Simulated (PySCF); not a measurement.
fluoromethane (CH$_{3}$F), singlet, at a GFN2-xTB geometry, atoms displaced at random by about 0.05 Å a coordinate. Base run: B3LYP/6-31G* run with PySCF.

Here is a job for PySCF.
```python
from pyscf import gto, scf, dft
from pyscf.geomopt import geometric_solver

mol = gto.Mole()
mol.atom = '''
    C    -0.669630    0.110374    0.062290
    F     0.685873   -0.252326   -0.059792
    H    -0.866792   -0.089195    1.033920
    H    -0.792532    1.135433   -0.223300
    H    -1.098399   -0.594407   -0.570711
'''
mol.basis = '6-31g*'
mol.charge = 0
mol.spin = 0
mol.verbose = 3
mol.build()

def method(m):
    mf = dft.RKS(m)
    mf.xc = 'b3lyp'
    return mf

conv, mol_eq = geometric_solver.kernel(method(mol), maxsteps=100)
print('optimisation converged:', conv)
print(mol_eq.tostring(format='xyz'))
mf = method(mol_eq)
mf.kernel()
```

Each row names what was changed in the base input (with any setting that the change needs).

```tsv
change	ΔE vs base (µEh)	optimiser steps	core-seconds (rough)	outcome
base	0.0	6	10	converged
coordsys = dlc	0.0	6	9	converged
convergence_set = GAU_LOOSE	0.0	6	10	converged
coordsys = cart	0.2	9	10	converged
convergence_set = GAU_VERYTIGHT	-	-	-	not converged
trust = 0.5	0.0	6	10	converged
convergence_set = NWCHEM_LOOSE	0.0	6	8	converged
```
